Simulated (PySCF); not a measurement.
## Structure from NMR data

The spectra below were simulated for a compound C₄H₁₄AlBO.

$^{1}$H NMR (400 MHz, computed): δ 4.04 (br, 3H), 3.99 (s, 2H), 3.64 (s, 3H), 0.95 (s, 6H).

$^{13}$C{$^{1}$H} NMR (computed): δ 78.1 (CH2), 63.0 (CH3), 11.5 (CH3, 2C).

- PBE0-D3(BJ)/def2-SVP structure
- shielding tensors at CAM-B3LYP/pcSseg-1 (GIAO)
- code: PySCF 2.14.0 with density-fitted response routines
- gas phase, non-relativistic, a single conformation, fast rotation and ring inversion assumed for equivalent nuclei

Scale: TMS for $^{1}$H and $^{13}$C (reference shieldings calculated alike).

**Question.** Propose a structure and justify it.

**Answer.** 
3 carbon signals for 4 carbons: some carbons are equivalent by symmetry or fast rotation. Carbon types of the structure: 1 × CH2, 3 × CH3, leaving 3 H on heteroatoms. δC 78.1: sp3 CH2 bonded to B and O; the inductive effect lowers its shielding. δC 63.0: methyl carbon bonded to O; pulled downfield by the heteroatom. δC 11.5: methyl carbon bonded to B. δH 4.04: hydrogen on an aluminium bonded to O. δH 3.99: hydrogen on an sp3 CH2 bonded to B and O; its carbon carries O, hence the downfield position. δH 3.64: hydrogen on a methyl carbon bonded to O; its carbon carries O, hence the downfield position. δH 0.95: hydrogen on a methyl carbon bonded to B.

The compound is SMILES CB(C)C[O+](C)[AlH3-].

The data come from this structure; uniqueness wasn't tested.

Hydrides on Al or Ga are broadened by the quadrupolar metal nucleus. A carbon bonded to boron is broadened by the quadrupolar boron nucleus and is often missing from a measured spectrum. Shifts are as computed, not scaled to solution data. Of 1211 compounds with measured shifts, 218 miss one by over three times the rms of a fit or turn the order of signals round; such compounds aren't used in these exercises. No couplings were computed; multiplicities are counted from neighbouring protons, with m where these are inequivalent, close in shift, in a saturated or five-membered ring or joined by F or P, and br s for small geminal =CH2 splittings.
